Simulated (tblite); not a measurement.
Species: C6H7O2 (doublet state).
Structure used (GFN2-xTB), in Å, numbered top down from 1:
```
atom  x, y, z in Å
C1     2.8215   -0.3754    0.7360
O2     2.0661    0.8220    0.7662
C3     0.7791    0.8019    0.4505
C4    -0.0181   -0.3138    0.0597
O5     0.3922   -1.4813   -0.0479
C6    -1.3930    0.0579   -0.2074
C7    -2.3480    0.9544   -0.2778
C8    -2.7472   -0.4435   -0.6255
H9     3.8323   -0.0951    1.0295
H10    2.4147   -1.1136    1.4296
H11    2.8231   -0.8124   -0.2642
H12    0.3302    1.7826    0.5153
H13   -2.6941    1.9540   -0.1814
H14   -2.9211   -0.7093   -1.6620
H15   -3.3421   -1.0203    0.0734
```

All values are computed: GFN2-xTB (tblite) harmonic vibrations without scaling, gas phase. This tight-binding method is rough: wavenumbers can miss measured ones by several per cent, in bad cases by 10 to 20. One conformer, not necessarily the lowest. Open shells enter through the occupations alone, without spin polarisation, and single modes of such species can be off by tens of per cent.

Harmonic wavenumbers (cm⁻¹): 54.9, 70.0, 119.6, 126.8, 198.5, 243.5, 308.5, 316.7, 482.9, 578.3, 603.6, 651.8, 693.0, 836.7, 922.3, 935.0, 982.1, 1009.0, 1039.8, 1050.1, 1097.3, 1112.9, 1153.8, 1217.7, 1236.2, 1385.0, 1418.1, 1434.4, 1449.5, 1477.8, 1563.4, 1803.2, 2981.6, 2996.2, 3015.9, 3025.1, 3030.4, 3081.7, 3229.5.

A = 5888, B = 1159, C = 980.4 MHz; mass 111.045 u (most abundant isotopes); point group Cs, symmetry number 1; spin multiplicity 2.

**Question.** What is the zero-point energy?

**Answer.** Half the sum of the wavenumbers: 24466 cm⁻¹ = 292.68 kJ/mol.

**Question.** Entropy at 350 K, 1 bar (ideal gas, RRHO, classical rotation)?

**Answer.** Translation 170.93, rotation 120.26, vibration 122.13, spin (R ln 2) 5.76: S = 419.1 J/(mol K).

**Question.** And Cp and H(350 K) − H(0)?

**Answer.** Cp = 152.77 J/(mol K), of which vibrations give 119.52 (their classical limit is 39 R = 324.3); H(350 K) − H(0) = 33.48 kJ/mol without the zero-point energy, 21.84 from vibrations.

**Question.** Which modes carry the vibrational entropy at 350 K?

**Answer.** 54.9 cm⁻¹: 20.71; 70.0 cm⁻¹: 18.70; 119.6 cm⁻¹: 14.30; 126.8 cm⁻¹: 13.83; 198.5 cm⁻¹: 10.23; 243.5 cm⁻¹: 8.64 J/(mol K); the other 33 give 35.72 together.

**Question.** Blend soft modes into free rotors: weight 1/[1 + (100 cm⁻¹/ν̃)⁴] for the oscillator and the rest for a rotor with moment μB/(μ + B), μ = h/(8π²ν), B = 10⁻⁴⁴ kg m². What vibrational entropy results?

**Answer.** 111.88 J/(mol K) in place of 122.13, which changes −T·S at 350 K by +3.59 kJ/mol.

**Question.** How do the functions run with temperature in this model?

**Answer.** 
```tsv
T (K)	S (J/(mol K))	Cp (J/(mol K))	H − H(0) (kJ/mol)	G − H(0) (kJ/mol)	ln q(vib)
100	287.7	73.9	5.29	-23.49	1.55
200	348.5	104.4	14.22	-55.48	3.88
300	396.8	136.6	26.25	-92.79	6.10
500	481.1	195.5	59.74	-180.79	10.35
800	586.3	251.5	127.58	-341.47	16.31
1000	645.1	275.3	180.39	-464.75	19.98
```

q(vib) and H(0) count from the zero-point level.

**Question.** What must be added to the electronic energy to get the Gibbs energy at 350 K and 1 bar?

**Answer.** ZPE + [H(350 K) − H(0)] − T·S = 292.68 + 33.48 − 146.68 = 179.48 kJ/mol.

Hindered rotation and anharmonicity are outside this model. Other conformers, if any are populated, would add a mixing term that is left out.
